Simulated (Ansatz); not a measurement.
Two isomers of CH9BOSi2: A = `C[SiH2]BO[SiH3]`, B = `CB[SiH](O)[SiH3]`.

Program: Ansatz. Geometries: PBE0-D4/def2-TZVP. ΔE: electronic, gas phase. CCSD(T)/CBS is the MP2 limit (def2-TZVPP, def2-QZVPP) plus CCSD(T) − MP2 in def2-TZVPP, frozen cores. Functionals use def2-TZVPP. Each species was taken in one conformer, which may not be the lowest.

A:

```xyz
14

C     2.598   -1.093   -0.087
Si    0.765   -1.321   -0.437
B    -0.357    0.171    0.365
O    -1.447    0.634   -0.284
Si   -2.569    1.791    0.113
H     2.977   -0.185   -0.563
H     3.178   -1.938   -0.463
H     2.777   -1.009    0.987
H     0.311   -2.603    0.189
H     0.538   -1.454   -1.906
H    -0.087    0.654    1.442
H    -2.240    2.384    1.434
H    -2.544    2.830   -0.943
H    -3.900    1.141    0.153
```

B:

```xyz
14

C     0.795   -1.628   -1.294
B    -0.132   -0.380   -1.287
Si    0.166    1.142   -0.019
O    -0.606    2.572   -0.361
Si   -0.490    0.275    2.079
H     1.520   -1.700   -0.481
H     0.243   -2.569   -1.380
H     1.368   -1.550   -2.234
H    -1.069   -0.368   -2.041
H     1.610    1.492    0.104
H    -1.493    2.505   -0.716
H    -1.922   -0.139    2.060
H    -0.316    1.277    3.166
H     0.327   -0.928    2.406
```

Problem. Which isomer does CCSD(T)/CBS put lower? Give the gap. (Estimate.)

Solution. Computed: A, by 127.8 kJ/mol.

Problem. Give E(B) − E(A) in kJ/mol with r2SCAN-D4, HF/def2-TZVPP, PBE-D4, MP2/def2-TZVPP, CCSD(T)/def2-TZVPP, PBE0-D4, B2PLYP. (Best estimate.)

Solution. The calculation gave: r2SCAN-D4 117.0, HF/def2-TZVPP 150.2, PBE-D4 104.7, MP2/def2-TZVPP 135.6, CCSD(T)/def2-TZVPP 130.4, PBE0-D4 111.0, B2PLYP 133.9. None reverses the order clearly.

Largest T1 diagnostic: 0.013.

In def2-TZVPP, CCSD(T) changes the Hartree–Fock value by −19.9 kJ/mol (the triples alone add −2.0 kJ/mol) and MP2 by −14.6 kJ/mol. The D4 term adds −3.8 kJ/mol with B3LYP and −2.3 kJ/mol with PBE0; it sums over pairs of atoms, weighted by their polarisabilities, and B3LYP, whose exchange is more repulsive, gets the larger term.

B3LYP here is the variant with VWN-RPA as its local correlation; programs differ in this.
